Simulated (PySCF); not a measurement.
Telling isomers of C₇H₁₂O₃ apart by NMR

[PySCF: structure optimised with GFN2-xTB; PBE0/pcSseg-1 with gauge-including orbitals; non-relativistic Hamiltonian; isolated molecule; one averaged value for each set of equivalent atoms; a single conformation]

Scale: 1H (σ = 31.72 ppm) and 13C (σ = 186.93 ppm) vs TMS (reference shieldings calculated alike). Where no couplings were computed, multiplicities follow the n + 1 count of equivalent neighbours, and m marks all less simple cases (inequivalent or close neighbours, rings, F or P nearby). Shifts are as computed. Against solution values, carbons near 30 ppm lie about +3 ppm off and those near 130 ppm about +5 ppm. Of 1211 compounds with measured shifts, 218 miss one by over three times the rms of a fit or turn the order of signals round; such compounds aren't used in these exercises. OH and NH positions are gas-phase values without hydrogen bonding to other molecules.

(1) Tabulate the signals of `C[C@H](O)C(=O)OC1CCC1`, `CO[C@@H](C)C(=O)OC1CC1` and their relative energies.

(2) What is the quickest way to tell C[C@H](O)C(=O)OC1CCC1 from CO[C@@H](C)C(=O)OC1CC1?

Answers

(1) 
```tsv
SMILES	carbon types	δC	δH	E rel. (kcal/mol)
C[C@H](O)C(=O)OC1CCC1	1×C 2×CH 3×CH2 1×CH3	184.0, 70.7, 67.3, 31.4, 31.1, 25.1, 12.7	6.10 (m, 1H), 4.28 (q, 1H), 2.72 (br s, 1H), 2.50 (m, 1H), 2.46 (m, 1H), 2.35 (m, 1H), 2.33 (m, 1H), 1.89 (m, 1H), 1.73 (m, 1H), 1.32 (d, 3H)	0.0
CO[C@@H](C)C(=O)OC1CC1	1×C 2×CH 2×CH2 2×CH3	179.1, 80.5, 59.0, 49.1, 22.3, 7.1, 7.1	5.30 (m, 1H), 3.69 (q, 1H), 3.62 (s, 3H), 1.41 (d, 3H), 0.79 (m, 1H), 0.78 (m, 1H), 0.65 (m, 1H), 0.63 (m, 1H)	17.1
```

Energies are electronic energies at PBE0/pcSseg-1 on these geometries, without zero-point or thermal terms, each for the one conformer computed, which needn't be the lowest.

(2) Both give the same number of carbon signals, but DEPT or the intensities differ. The first has an sp3 CH2 in a ring at 31.4 ppm, the second a methyl carbon bonded to O (CH3) at 59.0 ppm. Their most deshielded carbons lie at 184.0 and 179.1 ppm. In the proton spectra the most deshielded non-exchanging signals are 6.10 (m, 1H) and 5.30 (m, 1H).
